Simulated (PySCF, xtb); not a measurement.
SZn, SMILES [S]=[Zn].

GFN2-xTB (xtb) at its own geometry gives an orbital gap of 1.08 eV and a dipole moment of 4.83 D.

Geometry optimised at B3LYP-D3(BJ)/def2-TZVP.

Task: What does B3LYP/def2-TZVPD (PySCF) give? (Estimate from the structure and the level; the computed values follow.)

Result: gap 1.85 eV (levels -6.35 and -4.50 eV), dipole 5.31 D.
